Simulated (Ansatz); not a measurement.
Relaxation of CH5FOSeSi (10 atoms, charge 0, multiplicity 1), to a largest force component of 0.02 eV/Å in at most 50 steps.

Theory: RKS PBE0-D4/def2-SVP in Ansatz 0.2.0.

```xyz
10
Properties=species:S:1:pos:R:3
F -1.958 0.262 1.132
C -0.688 0.718 1.142
O 0.148 -0.373 0.946
Si 0.179 -0.887 -0.694
Se 1.364 0.479 -2.015
H -0.483 1.175 2.140
H -0.488 1.532 0.400
H 0.699 0.734 -3.369
H -1.281 -0.891 -1.131
H 2.608 0.179 -1.126
```

Question: Where does it end, and by what steps?

Answer: The run converged. The force dipped under the threshold on the way, but the program's further checks kept it going. After 20 steps the energy has fallen by 3.326 eV; H10 moved furthest, 0.84 Å.

```json
{"step": "0", "energy less start (eV)": "0.0000", "largest force component (eV/Å)": "2.801", "accepted": "yes"}
{"step": "1", "energy less start (eV)": "-0.9046", "largest force component (eV/Å)": "1.696", "accepted": "yes"}
{"step": "2", "energy less start (eV)": "-1.6640", "largest force component (eV/Å)": "1.877", "accepted": "yes"}
{"step": "3", "energy less start (eV)": "-2.1898", "largest force component (eV/Å)": "2.046", "accepted": "yes"}
{"step": "4", "energy less start (eV)": "-2.5601", "largest force component (eV/Å)": "1.703", "accepted": "yes"}
{"step": "5", "energy less start (eV)": "-2.9456", "largest force component (eV/Å)": "1.105", "accepted": "yes"}
{"step": "6", "energy less start (eV)": "-3.0792", "largest force component (eV/Å)": "0.530", "accepted": "yes"}
{"step": "7", "energy less start (eV)": "-3.1771", "largest force component (eV/Å)": "0.339", "accepted": "yes"}
{"step": "8", "energy less start (eV)": "-3.2623", "largest force component (eV/Å)": "0.344", "accepted": "yes"}
{"step": "9", "energy less start (eV)": "-3.2961", "largest force component (eV/Å)": "0.647", "accepted": "yes"}
{"step": "10", "energy less start (eV)": "-3.3080", "largest force component (eV/Å)": "0.320", "accepted": "yes"}
{"step": "11", "energy less start (eV)": "-3.2322", "largest force component (eV/Å)": "0.859", "accepted": "no"}
{"step": "12", "energy less start (eV)": "-3.3225", "largest force component (eV/Å)": "0.112", "accepted": "yes"}
{"step": "13", "energy less start (eV)": "-3.3252", "largest force component (eV/Å)": "0.069", "accepted": "yes"}
{"step": "14", "energy less start (eV)": "-3.3258", "largest force component (eV/Å)": "0.032", "accepted": "yes"}
{"step": "15", "energy less start (eV)": "-3.3260", "largest force component (eV/Å)": "0.020", "accepted": "yes"}
{"step": "16", "energy less start (eV)": "-3.3260", "largest force component (eV/Å)": "0.034", "accepted": "yes"}
{"step": "17", "energy less start (eV)": "-3.3261", "largest force component (eV/Å)": "0.008", "accepted": "yes"}
{"step": "18", "energy less start (eV)": "-3.3262", "largest force component (eV/Å)": "0.027", "accepted": "yes"}
{"step": "19", "energy less start (eV)": "-3.3263", "largest force component (eV/Å)": "0.025", "accepted": "yes"}
{"step": "20", "energy less start (eV)": "-3.3263", "largest force component (eV/Å)": "0.015", "accepted": "yes"}
```

```xyz
10
Properties=species:S:1:pos:R:3
F -2.050 0.125 1.510
C -0.833 0.689 1.248
O 0.082 -0.270 0.913
Si 0.124 -1.174 -0.538
Se 1.435 0.828 -1.875
H -0.494 1.206 2.163
H -0.982 1.419 0.425
H 1.092 0.334 -3.217
H -1.056 -0.466 -1.256
H 2.782 0.238 -1.948
```

Time of the run: 89 s on 2 threads of Arm Neoverse V1, with other jobs on the host, peak memory 0.29 GiB.
